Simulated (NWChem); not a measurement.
System: CH₂ClFO₂Si; SMILES Cl[Si@@H](OC=O)F

NWChem printed, in part:

```
             Northwest Computational Chemistry Package (NWChem) 7.3.0
             --------------------------------------------------------

 C1  symmetry detected

                             Geometry "geometry" -> ""
                             -------------------------

 Output coordinates in angstroms (scale by  1.889725989 to convert to a.u.)

  No.       Tag          Charge          X              Y              Z
 ---- ---------------- ---------- -------------- -------------- --------------
    1 O                    8.0000     0.70016218    -2.23863240    -0.44937583
    2 C                    6.0000    -0.17572461    -2.07477153     0.34746511
    3 O                    8.0000    -0.80907238    -0.91073393     0.53918987
    4 Si                  14.0000    -0.43164702     0.45173775    -0.38532777
    5 F                    9.0000    -1.57622536     1.49711099     0.03261734
    6 Cl                  17.0000     1.36703505     1.20643882     0.18259543
    7 H                    1.0000    -0.57598211    -2.85716851     1.02388475
    8 H                    1.0000    -0.50889802     0.19294089    -1.83027729

 Effective nuclear repulsion energy (a.u.)     374.0913156945

                                Z-matrix (autoz)
                                --------

 Units are Angstrom for bonds and degrees for angles

[...]

      ----------------------
      Optimization converged
      ----------------------

  Step       Energy      Delta E   Gmax     Grms     Xrms     Xmax
  ---- ---------------- -------- -------- -------- -------- --------
@   15   -1034.10840307  5.1D-11  0.00006  0.00002  0.00044  0.00112
                                     ok       ok       ok       ok

                                Z-matrix (autoz)
                                --------

 Units are Angstrom for bonds and degrees for angles

[...]

 Rotational Constants
 --------------------
 A=   0.100155 cm-1  (  0.144098 K)
 B=   0.058574 cm-1  (  0.084274 K)
 C=   0.040645 cm-1  (  0.058478 K)

 Temperature                      =   298.15K
 frequency scaling parameter      =   1.0000

 Zero-Point correction to Energy  =   23.599 kcal/mol  (  0.037608 au)
 Thermal correction to Energy     =   28.006 kcal/mol  (  0.044630 au)
 Thermal correction to Enthalpy   =   28.598 kcal/mol  (  0.045574 au)

 Total Entropy                    =   85.527 cal/mol-K
   - Translational                =   40.435 cal/mol-K (mol. weight = 127.9497)
   - Rotational                   =   28.293 cal/mol-K (symmetry #  =        1)
   - Vibrational                  =   16.800 cal/mol-K

 Cv (constant volume heat capacity) =   22.056 cal/mol-K
   - Translational                  =    2.979 cal/mol-K
   - Rotational                     =    2.979 cal/mol-K
   - Vibrational                    =   16.098 cal/mol-K

[normal modes left out]

 ----------------------------------------------------------------------------
 Normal Eigenvalue ||           Projected Infra Red Intensities
  Mode   [cm**-1]  || [atomic units] [(debye/angs)**2] [(KM/mol)] [arbitrary]
 ------ ---------- || -------------- ----------------- ---------- -----------
    1       -0.000 ||    0.000200           0.005         0.195       0.031
    2       -0.000 ||    0.000247           0.006         0.241       0.039
    3       -0.000 ||    0.000173           0.004         0.169       0.027
    4        0.000 ||    0.000841           0.019         0.820       0.132
    5        0.000 ||    0.000330           0.008         0.322       0.052
    6        0.000 ||    0.000150           0.003         0.146       0.023
    7       61.630 ||    0.000918           0.021         0.895       0.144
    8      116.336 ||    0.002432           0.056         2.371       0.381
    9      154.913 ||    0.008473           0.195         8.259       1.326
   10      228.879 ||    0.010100           0.233         9.846       1.581
   11      265.983 ||    0.010722           0.247        10.452       1.678
   12      326.192 ||    0.039929           0.921        38.925       6.248
   13      498.462 ||    0.088018           2.031        85.804      13.774
   14      711.492 ||    0.060928           1.406        59.396       9.534
   15      746.040 ||    0.038313           0.884        37.349       5.995
   16      789.542 ||    0.277105           6.393       270.136      43.363
   17      863.506 ||    0.038861           0.897        37.884       6.081
   18      972.761 ||    0.145605           3.359       141.943      22.785
   19     1054.813 ||    0.001451           0.033         1.414       0.227
   20     1143.870 ||    0.499256          11.518       486.700      78.127
   21     1392.977 ||    0.003721           0.086         3.627       0.582
   22     1720.711 ||    0.182568           4.212       177.976      28.569
   23     2345.865 ||    0.083669           1.930        81.565      13.093
   24     3121.954 ||    0.039675           0.915        38.677       6.209
 ----------------------------------------------------------------------------
```

Level: B3LYP/3-21G. 

Q: Write an input that gives this output.

A: This is not unique; one that fits is the input that was run:
```
start job
memory heap 200 mb stack 900 mb global 1100 mb
geometry units angstroms
  O      0.795791    -2.212297    -0.393326
  C     -0.067174    -2.062892     0.420279
  O     -0.749148    -0.923424     0.591730
  Si    -0.458062     0.424170    -0.384370
  F     -1.639552     1.429124     0.029987
  Cl     1.316816     1.278349     0.113178
  H     -0.414067    -2.840416     1.130924
  H     -0.558234     0.115373    -1.818048
end
basis spherical
  O library 3-21g
  C library 3-21g
  Si library 3-21g
  F library 3-21g
  Cl library 3-21g
  H library 3-21g
end
dft
  xc b3lyp
  iterations 150
end
driver
  maxiter 120
end
task dft optimize
task dft freq
```
